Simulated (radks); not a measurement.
Values are calculated unless marked as measured or tabulated.
Zr34+, 6 electrons, occupied as [He] 2s2 2p2. Level of theory: Dirac Kohn-Sham, PBE, spin-unpolarised, spherical densities, finite nucleus; open shells fill j = l - 1/2 first; Fermi nuclear charge, rms radius 4.2694 fm (a radial shooting solver on a logarithmic mesh with Libxc functionals).

Normalised radial functions P(r) = r R(r) (large component), r in bohr:

r	1s1/2	2s1/2	2p3/2
0.002403	1.2074	0.4189	0.0109
0.003336	1.5919	0.5510	0.0205
0.004593	2.0559	0.7091	0.0376
0.006377	2.6200	0.8979	0.0695
0.008781	3.2325	1.0951	0.1248
0.01219	3.8615	1.2791	0.2232
0.01692	4.3773	1.3848	0.3892
0.0233	4.6135	1.3230	0.6469
0.03235	4.4119	0.9757	1.0382
0.04455	3.7004	0.2721	1.5452
0.06185	2.5635	-0.7931	2.1241
0.08517	1.3951	-1.9119	2.5729
0.1182	0.5252	-2.6397	2.6498
0.1641	0.1206	-2.4937	2.1615
0.226	0.0149	-1.6091	1.3015
0.3138	0.0007	-0.6326	0.5010
0.4321	0.0000	-0.1361	0.1098
0.5998	0.0000	-0.0118	0.0101
0.826	0.0000	-0.0003	0.0003
1.147	0.0000	0.0000	0.0000

1s1/2: eigenvalue -20352 eV, 0 radial nodes, <r> = 0.0369 bohr, 90 % of the charge inside 0.0661 bohr. 2s1/2: eigenvalue -4607.5 eV, 1 radial node at r = 0.0489 bohr, <r> = 0.154 bohr, 90 % of the charge inside 0.236 bohr. 2p3/2 (empty): eigenvalue -4380.6 eV, 0 radial nodes, <r> = 0.134 bohr, 90 % of the charge inside 0.215 bohr.
